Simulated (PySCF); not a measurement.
From one molecule to another.

First species: C4H10FPSi.
InChI=1S/C4H10FPSi/c5-7-3-1-6-2-4-7/h6-7H,1-4H2

Second species: C8H8O.
Geometry (GFN2-xTB, Å), atoms numbered from 1 in this order:
```xyz
17
C8H8O angstrom
C      4.148   -0.771   -0.166
C      2.804   -0.297    0.044
C      1.667    0.076    0.218
C      0.416    0.598    0.435
C     -0.939    0.411    0.467
C     -2.043   -0.545    0.286
C     -3.405    0.130    0.416
C     -0.453    1.701    0.787
O     -0.586    2.847    1.105
H      4.158   -1.573   -0.903
H      4.782    0.045   -0.513
H      4.550   -1.150    0.774
H     -1.941   -1.023   -0.694
H     -1.939   -1.335    1.039
H     -4.203   -0.600    0.300
H     -3.523    0.897   -0.346
H     -3.502    0.601    1.390
```

Levels: PBE0/def2-SVPD for HOMO energy, LUMO energy, HOMO–LUMO gap and static isotropic polarisability; TDDFT PBE0/def2-SVPD for lowest singlet excitation; TDA PBE0/def2-SVPD for lowest triplet excitation (Tamm–Dancoff). Geometries: GFN2-xTB. All species are isolated and taken at one optimised geometry, non-relativistic unless stated; the electronic structure was computed with PySCF and density fitting.

Dipoles, sizes and rotational constants follow the conformer. The torsions of the flexible species, by atom-mapped SMILES:
- `[CH3:1][C:2]#[C:3][c:4]1[c:5]([CH2:6][CH3:7])[c:8]1=[O:9]`: C4–C5–C6–C7 -175°

The conformers of `F[SiH]1CCPCC1` aren't listed.

```csv
property,column X,column Y
HOMO energy,-6.53 eV,-6.97 eV
LUMO energy,-1.60 eV,0.31 eV
HOMO–LUMO gap,4.93 eV,7.28 eV
lowest singlet excitation,3.45 eV,6.20 eV
lowest triplet excitation (Tamm–Dancoff),3.11 eV,5.17 eV
static isotropic polarisability,104.7 au,93.3 au
```

Which column belongs to which species?

Column X is the second species and column Y the first. The first has 17 atoms and 72 electrons, the second 17 and 64.

How does each property change from the first species to the second?

HOMO energy +0.44 eV; LUMO energy -1.91 eV; HOMO–LUMO gap -2.35 eV; lowest singlet excitation -2.75 eV; lowest triplet excitation (Tamm–Dancoff) -2.06 eV; static isotropic polarisability +11.4 au.

On the first: The principal polarisabilities are 79.4, 97.0 and 103.5 au; their mean is the isotropic value. In wavenumbers S1 is 50000 cm⁻¹ (1 eV = 8065.54 cm⁻¹).

On the second: The 6 singlets span 3.45 to 6.39 eV, and their oscillator strengths add up to 0.23. The vertical singlet–triplet gap S1 − T1 is 0.34 eV (TDDFT singlet less Tamm–Dancoff triplet; S1: HOMO→LUMO, weight 0.98; T1: HOMO→LUMO, weight 0.97).
